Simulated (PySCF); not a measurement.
Isomers of C6H11NSi2. Method: PBE0-D3(BJ)/def2-SVP geometry optimisation, gas phase in PySCF. One conformer each; no zero-point energy, no entropy. No frequencies were run at this level. Point groups hold within 0.08 Å.

Question: Rank from lowest to highest electronic energy at this level (kcal/mol).
A. `[N:1]#[C:2][Si@@H:3](/[CH:4]=[CH:5]/[SiH3:6])[CH:7]1[CH2:8][CH2:9]1` with C2–Si3–C4–C5 2°, C2–Si3–C7–C8 151°
B. `[CH3:1][C:2]#[C:3][C:4]#[C:5][CH2:6][N:7]([SiH3:8])[SiH3:9]` with C5–C6–N7–Si8 -85°

Answer: A (0.0), B (31.2).

As drawn, the lower has a three-membered ring, a C≡N group and an Si–C bond, which the higher lacks; the higher has a C≡C bond, which the lower lacks.

| SMILES | E (Eh) | E rel (kcal/mol) | dipole (D) | point group | A, B, C (MHz) |
| --- | --- | --- | --- | --- | --- |
| N#C[Si@@H](/C=C/[SiH3])C1CC1 | -867.96940 | 0.0 | 3.84 | C1 | 1723, 556.0, 441.8 |
| CC#CC#CCN([SiH3])[SiH3] | -867.91963 | 31.2 | 1.18 | – | 2119, 398.9, 373.5 |

How do the relative energies change in single points at PBE0/pcSseg-1 (no added dispersion term) on the same geometries?

```
                      SMILES  PBE0-D3(BJ)/def2-SVP (kcal/mol)  PBE0/pcSseg-1 (kcal/mol)  shift
N#C[Si@@H](/C=C/[SiH3])C1CC1                              0.0                       0.0    0.0
     CC#CC#CCN([SiH3])[SiH3]                             31.2                      33.6   +2.4
```

Each column counts from its own lowest isomer. The order is unchanged; the largest shift is 2.4 kcal/mol.
